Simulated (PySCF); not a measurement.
Mg(I)(OMe) (CH3IMgO), SMILES C[O][Mg][I].

The structure is a stationary point at B3LYP-D3(BJ)/def2-SVP. The def2 effective core potentials stand for the cores of I; spin–orbit coupling is left out. One conformer was computed; it need not be the lowest.

These are r2SCAN/def2-TZVPD run with PySCF values and carry that method's errors.

Symmetry labels are those of the subgroup Cs that the program uses (full group C3v).

Q: List the valence orbital energies around the gap with their symmetry. (An estimate is asked for; the answer gives what the named calculation found.)

A: 
```csv
orbital,symmetry,energy (eV)
HOMO−7,A',-11.10
HOMO−6,A",-10.61
HOMO−5,A',-10.61
HOMO−4,A',-7.99
HOMO−3,A",-6.79
HOMO−2,A',-6.79
HOMO−1,A",-6.21
HOMO,A',-6.21
LUMO,A',-1.83
LUMO+1,A',-0.32
LUMO+2,A",-0.32
LUMO+3,A',0.62
```
